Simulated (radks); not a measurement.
Species: Pd II. Configuration: [Ar] 3d9 4s2 4p6 4d10 (not the ground configuration).

All-electron calculation, scalar-relativistic Kohn-Sham, PBE, spin-polarised, spherical densities, finite nucleus; open shells are filled with parallel spins first (spin-orbit coupling, left out, can overturn this in heavy ions); Fermi nuclear charge, rms radius 4.5318 fm. Program: a radial shooting solver on a logarithmic mesh with Libxc functionals.

Energy parts (Ry):
| part | energy |
|---|---|
| total | -10066.52203 |
| kinetic | 10442.35911 |
| electron-nucleus | -24247.27618 |
| Hartree | 4023.25797 |
| exchange-correlation | -284.86292 |

Orbitals (lengths in bohr, moments of r in powers of bohr; r(max) is where P^2 peaks):
orbital  occ.  eigenvalue (Ry)     <r^2>   r(max)      <r^4>
1s up       1        -1779.190  0.001371  0.02066  4.884e-06
1s down     1        -1779.189  0.001371  0.02066  4.884e-06
2s up       1        -262.5436   0.02255   0.1168  0.0008737
2s down     1        -262.4045   0.02254   0.1168  0.0008728
2p up       3        -235.7119   0.01776  0.09341  0.0006262
2p down     3        -235.6071   0.01775  0.09339  0.0006253
3s up       1        -49.18298    0.1621   0.3404    0.04020
3s down     1        -49.01114    0.1623   0.3405    0.04033
3p up       3        -40.36985    0.1633   0.3332    0.04280
3p down     3        -40.19635    0.1636   0.3333    0.04299
3d up       5        -26.49295    0.1474   0.2797    0.04046
3d down     4        -26.29492    0.1479   0.2800    0.04082
4s up       1         -7.37491    0.9753   0.8371      1.436
4s down     1         -7.34885    0.9785   0.8383      1.445
4p up       3         -4.80117     1.183   0.8905      2.224
4p down     3         -4.77977     1.188   0.8921      2.243
4d up       5         -1.16397     2.353    1.043      11.64
4d down     5         -1.15190     2.379    1.047      11.92

The highest occupied level is 4d down at -15.672 eV. Summed over all electrons, <r^2> = 35.51 bohr^2, which gives a Langevin (diamagnetic) susceptibility term of -28.1 x 10^-6 cm^3/mol. Spin moment in Bohr magnetons: 1. The electron density at the nucleus is 1.361e+05 e/bohr^3 (large components only). The density falls to 0.001 e/bohr^3 at r = 3.59 bohr. The spin density at the nucleus is -0.556 e/bohr^3 (1s -0.183, 2s -4.361, 3s 2.782, 4s 1.207).
